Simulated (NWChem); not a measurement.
# C2H3FO2Si; SMILES C1(=O)C[Si@@H](F)O1

```xyz
9

O      0.2004     2.4143    -0.3322
C      0.0345     1.2654    -0.0893
C     -1.2449     0.4156     0.0012
Si    -0.0404    -0.9379     0.4321
F      0.1770    -2.0876    -0.6766
O      1.0357     0.3693     0.2093
H     -1.7684     0.3460    -0.9638
H     -1.9453     0.7956     0.7587
H      0.0598    -1.5769     1.7577
```
Atoms are numbered in this order, from 1.

Program: NWChem. Medium grid unless said otherwise, to which SCAN and Minnesota functionals are sensitive. Coordinates come from a PBE0/def2-SVP optimisation.

Q: Order these by “dipole (D)”, lowest first: M06/def2-SVP; B3LYP/def2-SVP; BLYP/def2-SVP; LDA (Slater exchange, VWN5)/def2-SVP; TPSSh/def2-SVP.

A: BLYP/def2-SVP (3.35), LDA (Slater exchange, VWN5)/def2-SVP (3.44), TPSSh/def2-SVP (3.55), B3LYP/def2-SVP (3.63), M06/def2-SVP (3.79)
